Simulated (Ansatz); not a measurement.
C2H6BO2, SMILES CO[B]OC, multiplicity 2.

Coordinates come from a ωB97X-D3(BJ)/def2-SVP optimisation. The isomer is the one that the SMILES or the coordinates give; other isomers of the formula were not compared. Other conformers were not sampled.

Two levels are set side by side: PBE/def2-SVPD (Ansatz, a first-principles code) and CAM-B3LYP/def2-SVPD (Ansatz). Energy differences of separate SCF runs at the same geometry; the states with an electron removed or added have multiplicity 1 and 1. Differences are taken from unrounded values.

```tsv
quantity	PBE
vertical ionisation energy (eV)	7.99
```

### Question
These are the PBE values. What does CAM-B3LYP give? (Estimate from the structure and the level; the computed values follow.)

### Answer

| quantity | CAM-B3LYP | PBE minus CAM-B3LYP |
|---|---|---|
| vertical ionisation energy (eV) | 8.21 | -0.22 |
